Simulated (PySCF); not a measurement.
C₄H₇NS, SMILES CSC=C=CN. Coordinates come from a r2SCAN-D4/def2-SVP optimisation. The structure was generated by enumeration; whether it is a known compound was not checked. The values are those of a single conformer.

Computed equilibrium geometry at r2SCAN-D4/def2-SVP (PySCF confirms it by a frequency run) as Cartesian coordinates in Å (one conformer of several):
```xyz
13

C      2.8755     0.5508     0.5716
S      1.2724    -0.1725     1.0110
C      0.3810     0.1112    -0.5031
C     -0.8771    -0.2133    -0.6952
C     -2.1350    -0.5702    -0.8941
N     -3.2668     0.2290    -0.7579
H      3.5278     0.4196     1.4462
H      3.3284     0.0314    -0.2865
H      2.7871     1.6263     0.3555
H      0.9903     0.5882    -1.2882
H     -2.3519    -1.5793    -1.2769
H     -3.1299     1.0700    -0.2050
H     -4.1083    -0.2716    -0.4908
```
Charge 0, spin multiplicity 1.
